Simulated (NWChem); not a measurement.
**Atomisation of GeI₂**

```
Ge
I 1 2.5922
I 1 2.5922 2 103.91
```
Charge 0, spin multiplicity 1.

Everything below was run with NWChem. The geometry was optimised at B3LYP/def2-SVP with def2 effective core potentials on I, a minimum by its harmonic frequencies.

Basis set: def2-TZVP. The atomisation energy is electronic alone: no zero-point, thermal, spin-orbit or counterpoise terms. No value is extrapolated to the basis-set limit. Free atoms are single determinants with multiplicities Ge 3, I 2. Correlated methods freeze the same cores in atoms and molecule, 17 orbitals in all.

```csv
method,atomisation energy (kcal/mol),relative cost
CAM-B3LYP,133.9,20
MP2,144.6,5
PBE,151.3,under 3
HF,84.5,1
PBE0,143.6,under 3
BHandHLYP,129.6,under 3
B3LYP,138.7,under 3
```

The values span 66.8 kcal/mol, from HF (lowest) to PBE (highest). The cost column gives rough processor time relative to HF; each entry includes its own SCF. Costs are the molecule's.

Effective core potentials replace the inner electrons of I; spin-orbit coupling is left out. B3LYP has NWChem's definition, with VWN1-RPA local correlation. GW and range-separated runs recompute their integrals, the others keep them in memory, which bears on the times. The structure started from a generated list of species. The stability of the SCF solutions was not checked. Open-shell Hartree-Fock references start from PBE0 orbitals; any time given for them includes that run.
